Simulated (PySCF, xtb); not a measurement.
dibromo(difluoro)methane (CBr2F2), SMILES FC(F)(Br)Br.

Geometry optimised at PBE0-D3(BJ)/def2-SVP.

The numbers are results of PySCF with C-PCM-ωB97X/def2-SVP, not measurements.

The values are the electrostatic part of the solvation free energy, E(continuum) − E(gas) at the gas-phase geometry, in a cavity of scaled van der Waals radii (PySCF's table); cavitation and dispersion terms are not included. In vacuum the orbital gap is 11.68 eV. The dipole moment in vacuum is 0.44 D.

Computed values in water (ε = 78.36), toluene (ε = 2.37), acetonitrile (ε = 35.69):
```json
[
 {"solvent": "water", "ε": "78.36", "ΔG(elec) (kcal/mol)": "-1.0", "dipole (D)": "0.52", "gap (eV)": "11.74"},
 {"solvent": "toluene", "ε": "2.37", "ΔG(elec) (kcal/mol)": "-0.6", "dipole (D)": "0.48", "gap (eV)": "11.71"},
 {"solvent": "acetonitrile", "ε": "35.69", "ΔG(elec) (kcal/mol)": "-1.0", "dipole (D)": "0.52", "gap (eV)": "11.74"}
]
```

For comparison, GFN2-xTB/ALPB(water) (xtb, at the GFN2-xTB geometry, all terms of that model) gives 1.4 kcal/mol.
